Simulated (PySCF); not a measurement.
C₆H₈F₃P.
SMILES: `FC(F)(F)CP(C#CC)C`

Torsions of this conformer, `[CH3:1][C:2]#[C:3][P:4]([CH3:5])[CH2:6][C:7]([F:8])([F:9])[F:10]`: C3–P4–C6–C7 -178°, P4–C6–C7–F8 -55°.

The closed-shell ground state was solved at several levels (PySCF, density fitting, gas phase, non-relativistic). One conformer (not necessarily the lowest) at the PBE0-D3(BJ)/def2-SVP geometry, without solvent, vibrations or thermal averaging.

```json
{"level": "wB97X-D/def2-SVPD", "basis functions": "277", "total energy (Eh)": "-873.6557", "HOMO (eV)": "-8.50", "LUMO (eV)": "1.71", "gap (eV)": "10.21", "dipole (D)": "3.64"}
{"level": "wB97X-D/pcSseg-1", "basis functions": "217", "total energy (Eh)": "-874.0674", "HOMO (eV)": "-8.54", "LUMO (eV)": "1.77", "gap (eV)": "10.31", "dipole (D)": "3.62"}
```

Q: Estimate the row for PBE0/pcSseg-1, a basis of 217 functions; the other rows only guide the guess.

A: Total energy -873.5418 Eh, HOMO -6.72 eV, LUMO 0.02 eV, gap 6.74 eV, dipole 3.56 D.

Q: Over all these levels, which gives the widest orbital gap and which the narrowest?

A: wB97X-D/pcSseg-1 (range-separated hybrid) has the widest, 10.31 eV, and PBE0/pcSseg-1 (global hybrid, 25 % exact exchange) the narrowest, 6.74 eV. The two share the basis. From the narrowest to the widest the HOMO moves by -1.82 eV and the LUMO by +1.75 eV.

Q: How far do the dipole and the HOMO energy spread over the levels?

A: The dipole runs from 3.56 to 3.64 D (mean 3.61 D) and the HOMO from -8.54 to -6.72 eV.

The pairwise dispersion term of wB97X-D wasn't added to the energies; at a given geometry it leaves orbitals and properties as they are.
